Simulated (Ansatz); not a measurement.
CH6BClGeSi, relaxed with RKS PBE-D4/def2-SVP in the Gaussian-basis code of Ansatz from a rough embedded geometry. The force threshold is 0.03 eV/Å; the program also tests the step.

The species carries charge 0 and has multiplicity 1. The bonds changed during the relaxation, so this is another structure than the one it started from.

Start:

```xyz
11

B    -1.805   -0.544    0.965
Si   -0.640    0.716    0.069
Ge    1.588   -0.022    0.291
C     0.444   -0.103   -1.221
Cl    0.912    1.141   -2.469
H    -2.538   -0.089    1.872
H    -1.804   -1.676    0.750
H    -0.635    2.141    0.281
H     1.737   -1.514    0.880
H     2.688    1.000    0.155
H     0.052   -1.051   -1.574
```

```csv
step,energy (eV),largest force (eV/Å),largest move (Å)
1,-78691.7857,2.038,0.000
2,-78692.2633,0.896,0.190
3,-78692.3208,0.439,0.098
4,-78692.3432,0.466,0.200
5,-78692.3756,0.270,0.076
6,-78692.4452,0.289,0.199
7,-78692.5589,0.375,0.198
8,-78692.7084,0.433,0.196
9,-78692.8091,0.363,0.197
10,-78692.8574,0.214,0.199
11,-78692.8704,0.132,0.075
12,-78692.8768,0.091,0.052
13,-78692.8772,0.175,0.026
14,-78692.8803,0.047,0.026
15,-78692.8813,0.025,0.028
```

End:

```xyz
11

B    -1.165   -0.438    1.199
Si   -1.118    0.703   -0.410
Ge    0.920   -0.355    0.560
C     0.346    0.103   -1.423
Cl    1.300    1.217   -2.418
H    -1.575    0.176    2.168
H    -1.406   -1.629    1.098
H    -0.986    2.208   -0.296
H     1.464   -1.794    0.448
H     1.976    0.684    1.004
H     0.243   -0.875   -1.931
```

It took 32 s on 4 threads of an Arm Neoverse V1 on a shared host, with 0.2 GiB of host memory at the peak.
